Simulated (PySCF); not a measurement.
Ti(F)3(Cl)(NH3) (ClF3H3NTi), SMILES [NH3]->[Ti]([F])([F])([F])[Cl], multiplicity 1.

The structure is a stationary point at B3LYP-D3(BJ)/def2-SVP. The spin state was assumed, not searched.

Two levels are set side by side: TDDFT-PBE/def2-SVPD (PySCF) and TDDFT-ωB97X/def2-SVPD (PySCF). Vertical, same geometry. The lowest singlet is HOMO→LUMO+1 98 % with PBE and HOMO→LUMO 88 % with the other functional; states are paired by order. Differences are taken from unrounded values.

| quantity | TDDFT-ωB97X | TDDFT-PBE | TDDFT-PBE minus TDDFT-ωB97X |
|---|---|---|---|
| lowest singlet excitation (eV) | 5.10 | 4.08 | -1.02 |
| lowest triplet excitation (TDA) (eV) | 4.78 | 3.73 | -1.05 |

A lower first singlet is the usual sign of a functional without exact exchange. Differences between two approximate levels are no errors against the true value.

Rough cost on one machine, each run with all the roots and properties that it gave: TDDFT-ωB97X against TDDFT-PBE about 9 times.
